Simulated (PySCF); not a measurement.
C₂H₆O₂Te, SMILES CO[Te]OC.

Coordinates come from a PBE0-D3(BJ)/def2-SVP optimisation. The def2 effective core potentials stand for the cores of Te; spin–orbit coupling is left out. The values are those of a single conformer.

Calculation: TDA-LC-ωPBE/def2-SVPD (PySCF).

Vertical excitations. Isolated molecule, no solvent. State labels are in the subgroup C2.

Computed excitation energies, oscillator strengths and character:
| state | symmetry | energy (eV) | λ (nm) | f | main pairs |
|---|---|---|---|---|---|
| S1 | A | 3.03 | 409 | 0.000 | HOMO→LUMO 92 % |
| S2 | B | 4.00 | 310 | 0.005 | HOMO→LUMO+1 81 % |
| S3 | A | 5.77 | 215 | 0.003 | HOMO−2→LUMO 78 % |
| S4 | B | 5.77 | 215 | 0.009 | HOMO−1→LUMO 57 %, HOMO−2→LUMO+1 25 % |
| S5 | A | 6.25 | 198 | 0.026 | HOMO−1→LUMO+1 67 %, HOMO−1→LUMO+2 14 %, HOMO−2→LUMO 11 % |
| S6 | B | 6.38 | 194 | 0.160 | HOMO→LUMO+2 81 % |
| S7 | B | 6.96 | 178 | 0.185 | HOMO−2→LUMO+1 31 %, HOMO−1→LUMO 29 %, HOMO−4→LUMO 16 %, HOMO−2→LUMO+2 7 % |
| S8 | A | 7.09 | 175 | 0.062 | HOMO→LUMO+3 76 %, HOMO−3→LUMO 14 % |
| S9 | B | 7.11 | 174 | 0.022 | HOMO−4→LUMO 66 % |
| S10 | A | 7.26 | 171 | 0.005 | HOMO−3→LUMO 38 %, HOMO→LUMO+4 23 %, HOMO→LUMO+3 18 %, HOMO−4→LUMO+1 6 % |
| T1 | A | 2.21 | 561 | 0 | HOMO→LUMO 89 % |
| T2 | B | 2.87 | 431 | 0 | HOMO→LUMO+1 75 %, HOMO→LUMO+2 17 % |
| T3 | B | 4.99 | 248 | 0 | HOMO−1→LUMO 74 % |
| T4 | A | 5.24 | 237 | 0 | HOMO−2→LUMO 41 %, HOMO−1→LUMO+1 32 %, HOMO−1→LUMO+2 9 % |
Triplets are in the Tamm–Dancoff approximation.
